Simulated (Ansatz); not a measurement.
A structure relaxed at PBE0-D4/def2-SVP in Ansatz, charge 0, singlet:

| atom | x (Å) | y (Å) | z (Å) |
| --- | --- | --- | --- |
| Ag1 | 0.751 | -2.647 | 0.315 |
| Ag2 | -1.644 | -1.734 | 1.455 |
| Te3 | 0.839 | 2.879 | 0.238 |
| Te4 | 0.188 | 2.008 | -2.227 |
| Te5 | -0.680 | -0.613 | -1.096 |
| Te6 | 0.546 | 0.108 | 1.317 |

(1) Give its formula and point group.

(2) Summarise the bond lengths by kind (pairs closer than 1.2 times the sum of covalent radii, bridged metal pairs left out).

## Answers

(1) the cluster Ag₂Te₄. Point group C2 (tolerance 0.1 Å).

(2) 4 × Ag–Te 2.86 to 2.95 Å; 4 × Te–Te 2.69 to 2.99 Å.

In the def2 sets Ag, Te take a core potential; there is no spin–orbit coupling. The restricted singlet is unstable towards broken spin symmetry in Hartree–Fock (as tested in another run); at PBE0-D4/def2-SVP this wasn't settled. Another isomer (singlet) lies 1.89 eV lower at PBE0-D4/def2-TZVP; other spin states weren't run for this one.
